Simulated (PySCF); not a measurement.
# Radial density of Bi (bismuth, neutral)

r2SCAN, [Xe] 4f14 5d10 6s2 6p3, high-spin 4S determinant. All numbers are calculated (PySCF 2.14, the spin-free X2C one-electron Hamiltonian (Gaussian nucleus), in x2c-QZVPPall (16s10p9d6f1g, 142 functions)).

```csv
r (bohr),4πr²ρ (e/bohr),4πr²(ρα − ρβ)
0.0170,104.6,0.0127
0.0286,118.5,0.0247
0.0482,158.1,0.0107
0.0811,123.7,-0.0019
0.136,148.4,0.0375
0.229,85.69,0.0114
0.386,96.11,0.0293
0.649,33.28,0.1714
1.09,19.01,-0.0766
1.84,5.200,0.8625
3.09,1.528,1.0713
5.19,0.1669,0.1581
8.74,0.002027,0.0020
```

Densities and radii are taken from the X2C orbitals without a picture-change correction, which distorts them close to the nucleus.

Spin-orbit coupling, which splits the p, d and f shells strongly at this Z, is absent. Spin-orbit coupling is strong in this species (close to jj coupling), so the high-spin LS determinant is a model state, not a physical level.

Question: Where is the radial spin density 4πr²(ρα − ρβ) most negative, and why is it negative at all?

Answer: Around r = 1.09 bohr, down to -0.0766 e/bohr: exchange with the open shell polarises the paired shells in an unrestricted calculation.
